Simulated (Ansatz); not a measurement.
```yaml
crystal:
  periodic: [false, false, false]
  atoms:
    - {symbol: C, position_ang: [-0.568479, 0.491391, 0.565095]}
    - {symbol: O, position_ang: [0.673582, 0.884045, -0.126231]}
    - {symbol: Sn, position_ang: [1.959769, -0.135746, -1.363398]}
    - {symbol: Br, position_ang: [0.727657, -2.507562, -1.404600]}
    - {symbol: H, position_ang: [-1.430973, 1.169863, 0.221278]}
    - {symbol: H, position_ang: [-0.860070, -0.602161, 0.360728]}
    - {symbol: H, position_ang: [-0.437225, 0.628666, 1.699248]}
basis:
  gaussian: {orbitals: x2c-TZVPPall, fitting: {mean_field: def2-universal-jkfit}, nuclear_model: gaussian}
hamiltonian: {xc: {name: PBE1PBE}}
output: {forces: true}
```

```sh
$ ansatz run in.yaml --threads 4 --pin off --events-out ev --progress --plain --max-ram 10444MiB
```

Output, abridged:

```
Error: YAML parse error: error: line 13 column 19: hamiltonian.xc: no functional is named "PBE1PBE"; the names, which are not case-sensitive, are SVWN5, SPW92, PBE, PBE0, PBEsol, revPBE, revPBE0, RPBE, rPW86-PBE, HSE06, wPBEh, LC-wPBE, HISS, HF, BLYP, B3LYP, B3LYP5, BHLYP, CAM-B3LYP, r2SCAN, r2SCANh, r2SCAN0, r2SCAN50, m-r2SCAN, B97, wB97, wB97X, wB97X-V, B97M-V, wB97M-V, B2PLYP, B2GP-PLYP, PBE0-DH, PBE-QIDH
11 | basis:
12 |   gaussian: {orbitals: x2c-TZVPPall, fitting: {mean_field: def2-universal-jkfit}, n…
13 | hamiltonian: {xc: {name: PBE1PBE}}
14 | output: {forces: true}
```

Problem. Something in this input is off. What?

Solution. The method's name isn't one that the program takes here. The input was rejected before any iteration.

HSE06 is defined as in plane-wave codes.
